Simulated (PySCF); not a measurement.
One of the candidates below gave these computed data.

All candidates are C5H6F4O2.

| technique | computed result |
| --- | --- |
| Dipole | 3.02 D [PBE0/pcSseg-1] |
| 13C NMR | chemical shifts (computed TMS as zero) by class: 129.5 (1 C), 109.3 (1 C), 70.1 (1 C), 68.6 (1 C), 65.7 (1 C) ppm [GIAO PBE0/pcSseg-1] |
| Rotational structure | rotational constants A, B, C: 2.028, 0.845, 0.809 GHz [GFN2-xTB] |
| 1H NMR | chemical shifts (computed TMS as zero) by class: 4.63 (1 H), 4.28 (1 H), 3.98 (1 H), 3.92 (1 H), 3.83 (1 H), 3.76 (1 H) ppm [GIAO PBE0/pcSseg-1] |
| NMR, other nuclei | isotropic shieldings of nuclei other than C and H, by class: 252 (1 O), 317 (1 O), 271 (3 F), 332 (1 F) ppm [GIAO PBE0/pcSseg-1] |

Gas-phase values; electronic properties from PySCF, density fitting. Levels stand in brackets. Isolated species at its GFN2-xTB geometry (one conformer only). Each NMR value is the plain mean over a class of atoms that symmetry, rotation or inversion makes alike.

Task: Which candidate is it?
A. `CO[C@H](CC(=O)F)C(F)(F)F`
B. `FC(F)O[C@@H](F)[C@@H]1OC[C@H]1F`
C. `FC(F)(F)[C@H]1CO[C@@H](F)OC1`
D. `FC(F)(F)[C@]1(F)COCCO1`

Result: D. It is `FC(F)(F)[C@]1(F)COCCO1`. Numbering: `[F:1][C:2]([F:3])([F:4])[C@:5]1([F:6])[CH2:7][O:8][CH2:9][CH2:10][O:11]1`. Its formula, C5H6F4O2, gives 1 degree of unsaturation: 1 ring and 0 π bonds in the structure found. 5 carbons fall into 5 classes; from least to most shielded: CF3 carbon [C2] (129.5 ppm), sp3 C–F carbon [C5] (109.3 ppm), ring sp3 carbon bound to oxygen [C7] (70.1 ppm), ring sp3 carbon bound to oxygen [C9] (68.6 ppm), ring sp3 carbon bound to oxygen [C10] (65.7 ppm). Hydrogen classes from least to most shielded: 1 H on an sp3 carbon bound to oxygen, C10 (4.63 ppm), 1 H on an sp3 carbon bound to oxygen, C7 (4.28 ppm), 1 H on an sp3 carbon bound to oxygen, C7 (3.98 ppm), 1 H on an sp3 carbon bound to oxygen, C9 (3.92 ppm), 1 H on an sp3 carbon bound to oxygen, C9 (3.83 ppm), 1 H on an sp3 carbon bound to oxygen, C10 (3.76 ppm). The other shieldings belong to: 252 ppm, cyclic ether oxygen [O11]; 317 ppm, cyclic ether oxygen [O8]; 271 ppm, fluorine of a CF3 group [F1/F3/F4]; 332 ppm, alkyl fluorine [F6]. The optimised geometry has point group C1 and is an asymmetric top.

The others, at the same levels:
- `CO[C@H](CC(=O)F)C(F)(F)F` fails: its computed 13C shifts are 171.5 (1 C), 134.5 (1 C), 80.2 (1 C), 63.4 (1 C), 37.7 (1 C) ppm, 1H shifts are 3.86 (1 H), 3.86 (3 H), 2.96 (1 H), 2.80 (1 H) ppm and rotational constant A is 1.619 GHz (against 2.028 GHz).
- `FC(F)O[C@@H](F)[C@@H]1OC[C@H]1F` fails: its computed 13C shifts are 122.4 (1 C), 114.9 (1 C), 93.2 (1 C), 90.3 (1 C), 79.2 (1 C) ppm, 1H shifts are 6.86 (1 H), 6.11 (1 H), 5.60 (1 H), 5.25 (1 H), 4.99 (1 H), 4.80 (1 H) ppm and rotational constant A is 1.765 GHz (against 2.028 GHz).
- `FC(F)(F)[C@H]1CO[C@@H](F)OC1` fails: it has 4 carbon classes against 5; its computed 13C shifts are 133.5 (1 C), 116.7 (1 C), 60.7 (2 C), 41.7 (1 C) ppm, 1H shifts are 6.13 (1 H), 4.52 (2 H), 4.19 (2 H), 2.81 (1 H) ppm and rotational constant A is 2.273 GHz (against 2.028 GHz).

Each candidate is one conformer, not necessarily the lowest. The conformers computed, where there is a choice (atom-mapped SMILES and torsion angles):
- `[CH3:1][O:2][C@H:3]([CH2:4][C:5](=[O:6])[F:7])[C:8]([F:9])([F:10])[F:11]`: C1–O2–C3–C4 -142°, O2–C3–C4–C5 76°, C3–C4–C5–O6 10°, O2–C3–C8–F9 -177°
- `[F:1][CH:2]([F:3])[O:4][C@@H:5]([F:6])[C@@H:7]1[O:8][CH2:9][C@H:10]1[F:11]`: F1–C2–O4–C5 69°, C2–O4–C5–F6 63°, O4–C5–C7–O8 145°

The conformers of `FC(F)(F)[C@]1(F)COCCO1` and `FC(F)(F)[C@H]1CO[C@@H](F)OC1` aren't listed.
